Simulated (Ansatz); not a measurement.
CH₆BGa, SMILES `B[CH2][GaH2]`, relaxed with RKS PBE-D4/def2-SVP in Ansatz 0.2.0 from a rough embedded geometry. The force threshold is 0.03 eV/Å; the program also tests the step.

The species carries charge 0 and has multiplicity 1.

Start:

```xyz
9

B    -0.639    0.522   -0.995
C    -0.478   -0.542    0.089
Ga    1.243   -0.188    0.942
H    -0.248    1.571   -0.870
H    -1.337    0.312   -1.993
H    -0.922   -0.161    1.019
H    -1.013   -1.501   -0.181
H     1.597    1.132    1.371
H     1.798   -1.145    0.618
```

Question: How much energy does the relaxation release, and in how many steps? (Best estimate.)

Answer: Ansatz gave: 79.48 kcal/mol, in 10 steps.

Question: Which bonds change most? (Estimate.)

Answer: Computed: Ga3–H9 from 1.152 to 1.580 Å; Ga3–H8 from 1.432 to 1.579 Å; B1–H4 from 1.127 to 1.221 Å; C2–Ga3 from 1.954 to 2.024 Å.

Question: Give the relaxed structure. (Estimate.)

Answer: The calculation gave: 
```xyz
9

B    -0.770    0.567   -1.007
C    -0.735   -0.355    0.207
Ga    1.221   -0.247    0.717
H    -0.873    1.776   -0.869
H    -0.603    0.126   -2.134
H    -1.198    0.043    1.136
H    -0.918   -1.435    0.049
H     1.747    1.030    1.481
H     2.128   -1.506    0.421
```
